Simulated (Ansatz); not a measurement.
System: C₃H₆O₂ (charge 0, singlet). 
Structure (B3LYP-D3(BJ)/def2-TZVP (Ansatz, a quantum-chemistry and plane-wave program) minimum search):
SMILES: CCOC=O
```xyz
11

C     -2.1634     0.3523    -0.1675
C     -0.8389    -0.2557     0.2267
O      0.2076     0.5270    -0.4008
C      1.4624     0.1343    -0.1637
O      1.7944    -0.7977     0.5146
H     -2.2955     0.3318    -1.2497
H     -2.9771    -0.2138     0.2889
H     -2.2335     1.3870     0.1698
H     -0.6824    -0.2386     1.3060
H     -0.7441    -1.2895    -0.1078
H      2.1555     0.8036    -0.6915
```

Basis-set convergence of Hartree-Fock and CCSD correlation energies (hartree) with Ansatz. Correlated levels leave the core frozen unless marked. Spin-orbit coupling is left out. Non-relativistic.

| basis | functions | E(HF) | E(corr, CCSD) |
|---|---|---|---|
| cc-pVDZ | 100 | -266.84870 | -0.81961 |
| cc-pVTZ | 234 | … | … |

Problem. Complete the blanks.

Solution. 
- cc-pVTZ, E(HF): -266.92968
- cc-pVTZ, E(corr, CCSD): -0.99931
